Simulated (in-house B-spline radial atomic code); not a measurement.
Orbital energies and mean radii along the 2-electron series, configuration 1s2. The effective charge is n√(-2ε), a non-relativistic measure. Computed with a B-spline radial code for spherical atoms: non-relativistic Hartree-Fock, average of the configuration, point nuclei.

```tsv
ion	Z	energy of 1s (Eh)	mean radius of 1s (bohr)	effective charge of 1s
Mg10+	12	-64.667	0.12904	11.372
Al11+	13	?	?	?
Si12+	14	-89.417	0.1101	13.373
P13+	15	?	?	?
S14+	16	-118.17	0.096004	15.373
```

Problem. Fill in the row of Al11+.

Solution. energy of 1s (Eh): -76.542; mean radius of 1s (bohr): 0.11882; effective charge of 1s: 12.373.

Problem. Fill in the row of P13+.

Solution. energy of 1s (Eh): -103.29; mean radius of 1s (bohr): 0.10257; effective charge of 1s: 14.373.

Problem. How does the screening of 1s change?

Solution. Z less the effective charge goes from 0.63 at Z = 12 to 0.63 at Z = 16.
